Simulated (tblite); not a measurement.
Species: C6H10O2.
Numbering: `[CH3:1][CH:2]([CH3:3])[CH2:4][O:5][CH:6]=[C:7]=[O:8]` (hydrogens: H9, H10, H11 on C1; H12 on C2; H13, H14, H15 on C3; H16, H17 on C4; H18 on C6)

Computed with GFN2-xTB (tblite), gas phase: L-BFGS steps from a force-field or distance-geometry start until the largest atomic force falls under 0.01 eV/Å.

Step 0: E = -708.1549 eV
```
atom  x, y, z in Å  |  force x, y, z in eV/Å
C1     -1.7379   -1.1015   -0.7106   -0.545  -0.134  -0.157
C2     -0.9424    0.1581   -0.3875    0.148  -0.089   0.652
C3     -1.5358    0.8709    0.8311   -0.453   0.400  -0.027
C4      0.5331   -0.2014   -0.1386   -0.045   0.416   0.644
O5      1.2845    0.9976    0.0601   -0.924   0.032  -0.244
C6      2.6262    0.8618    0.2894    0.090  -0.070   0.024
C7      3.2572   -0.2686    0.3532    0.359  -0.654   0.068
O8      3.8189   -1.3012    0.4179   -0.120   0.403  -0.028
H9     -1.3382   -1.6015   -1.5957   -0.046   0.073   0.124
H10    -2.7954   -0.8448   -0.9122    0.563  -0.082   0.075
H11    -1.7331   -1.8161    0.1177    0.110   0.197  -0.101
H12    -0.9918    0.8383   -1.2298    0.062   0.162  -0.259
H13    -1.0189    1.8093    1.0501    0.062  -0.249  -0.152
H14    -2.5898    1.1263    0.6370    0.357  -0.138   0.031
H15    -1.5070    0.2576    1.7279    0.082  -0.137  -0.081
H16     0.9234   -0.7514   -0.9864    0.247  -0.218  -0.333
H17     0.6193   -0.8378    0.7664   -0.016   0.126  -0.240
H18     3.1191    1.8106    0.4184    0.069  -0.039   0.003
```

Q: Estimate the geometry and energy of step 1. (The exact step hangs on the optimiser's Hessian estimate; all steps are aligned on step 0, rigid shifts and turns removed.)

A: E = -708.1814 eV, largest force 1.401 eV/Å
```
atom  x, y, z in Å  |  force x, y, z in eV/Å
C1     -1.7457   -1.1035   -0.7128    0.031  -0.012   0.037
C2     -0.9403    0.1568   -0.3782   -0.119   0.062   0.131
C3     -1.5423    0.8766    0.8307   -0.083   0.039   0.128
C4      0.5324   -0.1954   -0.1294   -0.002   0.058   0.036
O5      1.2713    0.9981    0.0566   -0.285   0.126  -0.083
C6      2.6275    0.8608    0.2897    0.016  -0.443  -0.002
C7      3.2623   -0.2779    0.3541   -0.721   1.199  -0.063
O8      3.8172   -1.2954    0.4175    0.606  -0.918   0.060
H9     -1.3389   -1.6005   -1.5939   -0.035   0.052   0.069
H10    -2.7874   -0.8460   -0.9111    0.155   0.015   0.000
H11    -1.7315   -1.8133    0.1163    0.065   0.113  -0.053
H12    -0.9909    0.8407   -1.2335    0.096  -0.051   0.025
H13    -1.0180    1.8057    1.0479    0.092  -0.105  -0.112
H14    -2.5847    1.1244    0.6374    0.016  -0.036  -0.030
H15    -1.5059    0.2556    1.7268    0.041  -0.044  -0.127
H16     0.9270   -0.7545   -0.9912    0.065   0.003   0.018
H17     0.6191   -0.8360    0.7630    0.022   0.025  -0.029
H18     3.1201    1.8101    0.4185    0.039  -0.082  -0.004
```

The energy changes by -0.0265 eV. The first-order estimate −F·Δx gives -0.0642 eV and the mean of the old and new forces, exact on a quadratic surface, -0.0264 eV. The step makes an angle of 1° with the force vector and moves no atom by more than 0.014 Å.

Run on Arm Neoverse N1, one thread, no GPU, on a shared host.
